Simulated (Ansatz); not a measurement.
C$_{6}$H$_{15}$FO$_{3}$Sn, SMILES `CC[O][Sn]([F])([O]CC)[O]CC`. Total charge 0; spin multiplicity 1. Sn takes the def2 core potential. Geometry: relaxed with PBE0-D4/def2-TZVP. It is one conformer, not always the lowest.

```xyz
26

C     2.248   -2.042   -2.534
C     1.764   -1.943   -1.109
O     0.709   -0.991   -1.059
Sn   -0.276   -0.685    0.582
F    -0.743   -2.405    1.263
O     0.719    0.165    2.004
C     0.943    1.571    1.974
C     1.620    1.967    3.262
O    -1.843    0.367    0.167
C    -2.653    0.050   -0.960
C    -3.645    1.169   -1.159
H     1.439   -2.369   -3.190
H     3.067   -2.762   -2.607
H     2.606   -1.073   -2.885
H     2.588   -1.633   -0.452
H     1.416   -2.923   -0.759
H    -0.005    2.112    1.862
H     1.578    1.838    1.118
H     0.988    1.721    4.116
H     1.816    3.043    3.272
H     2.570    1.440    3.373
H    -3.182   -0.896   -0.788
H    -2.036   -0.074   -1.858
H    -4.266    1.292   -0.270
H    -4.295    0.951   -2.010
H    -3.127    2.111   -1.351
```

**Question.** What is the dipole moment at ωB97M-V/def2-TZVPP? (Best estimate.)

**Answer.** Computed: 2.28 D, with components (0.73, 1.46, -1.58) D in this frame, pointing from negative to positive charge.

**Question.** And with PBE, r2SCAN, B3LYP? (Best estimate.)

**Answer.** The calculation gave: PBE 2.25 D, r2SCAN 2.31 D, B3LYP 2.32 D.

**Question.** Give the Mulliken charges with ωB97M-V, B3LYP, r2SCAN in def2-TZVPP. (Estimate.)

**Answer.** Computed: 
| atom | ωB97M-V | B3LYP | r2SCAN |
| --- | --- | --- | --- |
| C1 | -0.30 | -0.24 | -0.13 |
| C2 | -0.04 | 0.02 | 0.11 |
| O3 | -0.52 | -0.54 | -0.53 |
| Sn4 | 1.47 | 1.51 | 1.46 |
| F5 | -0.47 | -0.48 | -0.47 |
| O6 | -0.51 | -0.53 | -0.53 |
| C7 | -0.04 | 0.01 | 0.10 |
| C8 | -0.30 | -0.24 | -0.13 |
| O9 | -0.52 | -0.54 | -0.53 |
| C10 | -0.04 | 0.02 | 0.11 |
| C11 | -0.30 | -0.24 | -0.13 |
| H12 | 0.10 | 0.08 | 0.04 |
| H13 | 0.09 | 0.07 | 0.04 |
| H14 | 0.10 | 0.08 | 0.04 |
| H15 | 0.11 | 0.08 | 0.04 |
| H16 | 0.11 | 0.09 | 0.05 |
| H17 | 0.11 | 0.09 | 0.05 |
| H18 | 0.11 | 0.08 | 0.04 |
| H19 | 0.11 | 0.09 | 0.05 |
| H20 | 0.09 | 0.07 | 0.04 |
| H21 | 0.10 | 0.08 | 0.05 |
| H22 | 0.11 | 0.09 | 0.05 |
| H23 | 0.11 | 0.09 | 0.05 |
| H24 | 0.11 | 0.09 | 0.05 |
| H25 | 0.09 | 0.07 | 0.04 |
| H26 | 0.10 | 0.08 | 0.04 |

B3LYP here is the variant with VWN-RPA as its local correlation; programs differ in this.
